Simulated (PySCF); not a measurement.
Start geometry of `[NH2][W]([NH2])(=[O])=[O]` (WO2(NH2)2) from GFN2-xTB (Å):
```
atom  x, y, z in Å
W1     0.6225   -0.0759    0.4000
O2     0.4370   -0.0095    2.0679
O3     2.0386   -0.0067   -0.3399
N4    -0.2988    1.6340   -0.2884
H5    -0.1197    2.1794   -1.1116
H6    -1.0593    2.2168    0.2640
N7    -0.3680   -1.6358   -0.2690
H8    -0.9979   -2.1865    0.2674
H9    -0.1216   -2.1853   -1.0160
```

Question: What comes out of this run: PBE0-D3(BJ)/def2-SVP geometry optimisation, gas phase, def2 core potentials past Kr in PySCF?

Answer: 
```
atom  x, y, z in Å
W1     0.539   -0.007    0.369
O2     0.488    0.004    2.081
O3     2.125   -0.015   -0.274
N4    -0.347    1.606   -0.269
H5    -0.090    2.093   -1.123
H6    -1.053    2.119    0.250
N7    -0.358   -1.622   -0.247
H8    -1.065   -2.124    0.281
H9    -0.107   -2.125   -1.094
```

The energy falls by 115.2 kJ/mol over 9 energy and gradient evaluations, the largest force component goes from 0.2134 to 2.9e-04 Eh/bohr, and the atoms move by 0.087 Å rms after alignment. The bond that changes most is W1–N4 (ends: tungsten bonded to 2 N and 2 O; nitrogen bonded to W and 2 H), which shortens by 0.114 Å. Bonds longer at the end by more than 0.005 Å: 5 of 8; shorter: 3. Among the angles that change most is O2–W1–O3, from 123.7° to 113.8°. Among the dihedrals that turn most is O3–W1–N7–H9, from -9° to -25°. Rotational constants go from 3757, 3187, 3062 to 3683, 3172, 3162 MHz. The orientation of the end geometry is arbitrary; only internal coordinates are fixed.

The run used 108 basis functions and 74 SCF cycles in all. Hardware: one thread, Arm Neoverse V1 (aarch64), no GPU, shared host. Cost: 59 s wall, 0.42 GiB resident at most.

PBE0-D3(BJ)/def2-SVP frequencies: not computed here.
